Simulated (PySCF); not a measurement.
Rows and methods have been separated. Pair them.

Compound: CH₇B₂FSi.
SMILES: `CB([SiH3])BF`

The closed-shell ground state was solved 7 times with PySCF (density fitting, gas phase), always in the pcSseg-2 basis (285 functions), with these functionals: B3LYP, CAM-B3LYP, KT3, LC-wPBE, LDA, mPW1PW91 and wB97X-D. The structure is a single PBE0-D3(BJ)/def2-SVP conformer in the gas phase; no vibrational or solvent corrections.

| row | total energy (Eh) | HOMO (eV) | LUMO (eV) | dipole (D) |
| --- | --- | --- | --- | --- |
| P | -481.3979 | -9.32 | -0.16 | 1.70 |
| Q | -478.6800 | -6.26 | -3.24 | 1.72 |
| R | -486.5446 | -6.31 | -2.96 | 1.65 |
| S | -481.4189 | -7.49 | -2.05 | 1.72 |
| T | -481.4963 | -7.29 | -2.23 | 1.71 |
| U | -481.3790 | -8.83 | -0.89 | 1.72 |
| V | -481.2420 | -10.13 | 0.25 | 1.71 |

Question: Which functional belongs to which row?

Answer: P = wB97X-D, Q = LDA, R = KT3, S = mPW1PW91, T = B3LYP, U = CAM-B3LYP, V = LC-wPBE. By rising HOMO–LUMO gap: LDA (LDA) 3.02 eV; KT3 (GGA) 3.35 eV; B3LYP (global hybrid, 20 % exact exchange) 5.06 eV; mPW1PW91 (global hybrid, 25 % exact exchange) 5.44 eV; CAM-B3LYP (range-separated hybrid) 7.94 eV; wB97X-D (range-separated hybrid) 9.16 eV; LC-wPBE (range-separated hybrid) 10.38 eV. Total energies of different functionals aren't bounds to one another; each is stationary for its own functional.

The values belong to the conformer `[CH3:1][B:2]([SiH3:3])[BH:4][F:5]`: C1–B2–B4–F5 -98°.

Note: wB97X-D ran without an empirical dispersion term, which enters the total energy and its gradient alone.
